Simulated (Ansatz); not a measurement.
Basis-set extrapolation for CH₄BClSi (`Cl[SiH]1BC1`) (PBE0-D4/def2-TZVP geometry, frozen core, Ansatz). Multiplicity 1, RHF reference.

|  | def2-TZVPP | def2-QZVPP |
| --- | --- | --- |
| HF | -813.331314 | -813.355802 |
| MP2 correlation | -0.579018 | -0.624477 |
| CCSD(T) correlation | -0.653450 | not run |

Energies in hartree. Use E(X) = E(∞) + A·exp(−7.88·√X) for Hartree–Fock and E(X) = E(∞) + B·X^(−2.97) for correlation, with X = 3 and 4, and add CCSD(T) minus MP2 of the smaller set to the MP2 limit.

Task: What is the CCSD(T) energy at the basis-set limit?

Result: HF limit: -813.355802 + (-0.024488) × 0.13774 = -813.35917. MP2 limit: -0.624477 + (-0.045459) × 0.74074 = -0.65815. Higher-order term: -0.653450 − (-0.579018) = -0.07443. Total: -814.09175 hartree, 67.1 kcal/mol below CCSD(T)/def2-TZVPP.
